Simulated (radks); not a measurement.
The europium ion Eu4+, configuration [Xe] 4f5.

Calculated with a radial shooting solver on a logarithmic mesh with Libxc functionals: scalar-relativistic Kohn-Sham, BLYP, spin-polarised, spherical densities, finite nucleus; open shells are filled with parallel spins first (spin-orbit coupling, left out, can overturn this in heavy ions); Fermi nuclear charge, rms radius 5.1115 fm.

Energy parts (eV):
part                      energy
total                 -295004.06
kinetic                316030.10
electron-nucleus      -715966.04
Hartree                111494.72
exchange-correlation    -6562.83

Orbitals (lengths in bohr, moments of r in powers of bohr; r(max) is where P^2 peaks):
| orbital | occ. | eigenvalue (eV) | <r^2> | r(max) | <r> |
|---|---|---|---|---|---|
| 1s up | 1 | -48419.92 | 0.0006793 | 0.01420 | 0.02232 |
| 1s down | 1 | -48419.92 | 0.0006793 | 0.01420 | 0.02232 |
| 2s up | 1 | -7995.546 | 0.01068 | 0.08056 | 0.09512 |
| 2s down | 1 | -7995.507 | 0.01068 | 0.08056 | 0.09512 |
| 2p up | 3 | -7130.299 | 0.008591 | 0.06512 | 0.08389 |
| 2p down | 3 | -7130.273 | 0.008591 | 0.06512 | 0.08389 |
| 3s up | 1 | -1802.680 | 0.07123 | 0.2289 | 0.2497 |
| 3s down | 1 | -1800.736 | 0.07114 | 0.2289 | 0.2495 |
| 3p up | 3 | -1533.379 | 0.07137 | 0.2245 | 0.2482 |
| 3p down | 3 | -1531.447 | 0.07125 | 0.2244 | 0.2480 |
| 3d up | 5 | -1172.758 | 0.06011 | 0.1839 | 0.2261 |
| 3d down | 5 | -1171.267 | 0.05997 | 0.1837 | 0.2259 |
| 4s up | 1 | -401.8917 | 0.3593 | 0.5267 | 0.5643 |
| 4s down | 1 | -397.2246 | 0.3594 | 0.5265 | 0.5644 |
| 4p up | 3 | -312.9264 | 0.4045 | 0.5493 | 0.5966 |
| 4p down | 3 | -308.3126 | 0.4050 | 0.5492 | 0.5968 |
| 4d up | 5 | -188.8512 | 0.4849 | 0.5709 | 0.6471 |
| 4d down | 5 | -184.3344 | 0.4870 | 0.5707 | 0.6483 |
| 4f up | 5 | -54.1880 | 0.8330 | 0.5753 | 0.8160 |
| 4f down | 0 | -50.1177 | 0.8842 | 0.5775 | 0.8365 |
| 5s up | 1 | -89.8174 | 1.925 | 1.198 | 1.311 |
| 5s down | 1 | -87.6511 | 1.968 | 1.208 | 1.326 |
| 5p up | 3 | -66.5294 | 2.498 | 1.337 | 1.490 |
| 5p down | 3 | -64.9046 | 2.568 | 1.351 | 1.511 |

The highest occupied level is 4f up at -54.188 eV. The spin density at the nucleus is 0.57 e/bohr^3 (1s 0.01, 2s -0.69, 3s -11.44, 4s 1.79, 5s 10.90). The density falls to 0.001 e/bohr^3 at r = 3.14 bohr. Spin moment in Bohr magnetons: 5. Summed over all electrons, <r^2> = 32.51 bohr^2, which gives a Langevin (diamagnetic) susceptibility term of -25.7 x 10^-6 cm^3/mol. The electron density at the nucleus is 6.06e+05 e/bohr^3 (large components only).
